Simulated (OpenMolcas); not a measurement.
d3 ions of charge +3 down a group with 4 chloride ligands in tetrahedral coordination

* Program: OpenMolcas 26.06
* Method: CASSCF
* Spin-orbit coupling: state interaction with AMFI integrals over the reference wave functions

The d shell is active. Anionic complexes are neutralised by point charges behind the ligands. Distances were set from a Shannon-type radius of the metal (high-spin where two are listed) plus a fixed donor radius (Cl 1.76 Å). Ligand basis ANO-RCC-VDZP, DKH2 Hamiltonian. States (labels of Td). Energies in cm-1 above the lowest state or level, χT in cm3 K/mol; under a threefold ground state the first gap can be a small split of the lowest multiplet, not the spin-orbit step. Spin-only χT is S(S+1) / 2 for the spin of the ground state.

```
 Ion  Shell  R (Å)   Metal basis  Outer charge (e at Å behind ligand)  Ground state  First state of that spin  First gap with spin-orbit (degeneracies)  χT at 300 K  First state of another spin  Spin-only χT
Cr3+    3d3   2.25  ANO-RCC-VTZP                          0.25 at 3.2           4T1                  4T2 4776                               24.2 (4, 2)        1.472                     2E 13350         1.875
Mo3+    4d3   2.32  ANO-RCC-VDZP                          0.25 at 3.2           4T1                  4T2 7907                              205.1 (4, 2)        1.056                      2E 4348         1.875
```

The rows also differ in their metal basis, so part of each step comes from that.

χT departs most from the spin-only value for Mo3+, by -0.819 cm3 K/mol.

An orbital triplet at a regular site is open to Jahn-Teller coupling, which can distort the site and quench the lowest spin-orbit gaps and is left out. Without dynamic correlation the repulsion within the d shell is too large (B by tens of per cent), so at a given field states of lower spin stand too high. Ligand-to-metal charge-transfer states are missing. With no ligand orbital active B as a rule stays too high, so bands that hang on it stand too high and its fall with covalency is understated. With metal d orbitals alone and no dynamic correlation the field as a rule comes out too small, by tens of per cent, by up to half for chloride and softer ligands (holds for Cr3+). This shell can be high or low spin here, a state of another spin lies low, and with metal d orbitals alone active their balance is uncertain, so the ground spin may be wrong (holds for Mo3+). The least metal-like active orbital is 78 % on the metal (Löwdin) and no ligand orbital is active, so the numbers are rough (holds for Mo3+). With metal d orbitals alone the field can be off either way by tens of per cent (holds for Mo3+). No measured value stands beside these numbers; the geometry was imposed, not optimised, and the real ion may take another.
